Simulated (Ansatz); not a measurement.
Geometry optimisation, RKS PBE-D4/def2-mTZVP (Ansatz).

Input:

```yaml
crystal:
  periodic: [false, false, false]
  atoms:
    - { symbol: Al, position_ang: [0.177163, -0.642477, -0.402516] }
    - { symbol: F, position_ang: [-0.087231, 0.152019, 2.356809] }
    - { symbol: Cl, position_ang: [1.870518, 0.441616, -1.01183] }
    - { symbol: O, position_ang: [-1.34214, -0.181807, -1.022841] }
    - { symbol: H, position_ang: [-2.178613, -0.53273, -0.686787] }
    - { symbol: "N", position_ang: [0.466172, -2.171155, 0.651664] }
    - { symbol: H, position_ang: [-0.194683, -2.948368, 0.619826] }
    - { symbol: H, position_ang: [1.415291, -2.543687, 0.699025] }
    - { symbol: H, position_ang: [0.109323, -0.768111, 2.372151] }
basis:
  gaussian: { orbitals: def2-mTZVP }
hamiltonian:
  xc: pbe
  dispersion: d4
relax:
  f_tol: 0.03
  max_steps: 50
output:
  orbitals: {}
```

Run as:

```bash
$ ansatz run input.yaml --threads 4 --pin off --max-ram 5120MiB --backend cpu --events-out ev --progress --plain --runs-dir out
```

Question: Where does it end, and by what steps?

Answer: The forces met the threshold. The force dipped under the threshold on the way, but the program's further checks kept it going. After 35 steps the energy has fallen by 2.328 eV; H9 moved furthest, 1.40 Å. Parted: F2–H9 (0.94 → 2.77 Å). Joined: Al1–F2 (2.88 → 1.68 Å), N6–H9 (2.25 → 1.03 Å).

```
step  energy less start (eV)  largest force component (eV/Å)  accepted
   0                  0.0000                           1.193       yes
   2                 -0.3259                           0.635       yes
   4                 -0.8022                           2.149       yes
   6                 -1.6273                           4.228       yes
   8                 -2.0118                           2.065       yes
  10                 -2.2426                           0.941       yes
  12                 -2.2906                           0.308       yes
  14                 -2.3030                           0.118       yes
  16                 -2.3122                           0.285       yes
  18                 -2.3176                           0.097       yes
  20                 -2.3221                           0.065       yes
  22                 -2.3244                           0.160       yes
  24                 -2.3169                           0.757        no
  26                 -2.3252                           0.358        no
  28                 -2.3274                           0.060       yes
  30                 -2.3277                           0.025       yes
  32                 -2.3279                           0.032       yes
  34                 -2.3246                           0.348        no
  35                 -2.3282                           0.025       yes
```

```xyz
9
Properties=species:S:1:pos:R:3
Al -0.041 -0.199 0.285
F -0.103 0.629 1.750
Cl 1.619 0.345 -0.958
O -1.517 -0.667 -0.480
H -1.872 -0.194 -1.247
N 0.474 -2.024 0.967
H -0.192 -2.717 0.607
H 1.413 -2.299 0.659
H 0.456 -2.068 1.992
```

Whether the end is a true minimum wasn't checked by a vibrational analysis.

Run time: 59 s on 4 threads of Arm Neoverse V1 (shared host), peak memory 0.15 GiB.
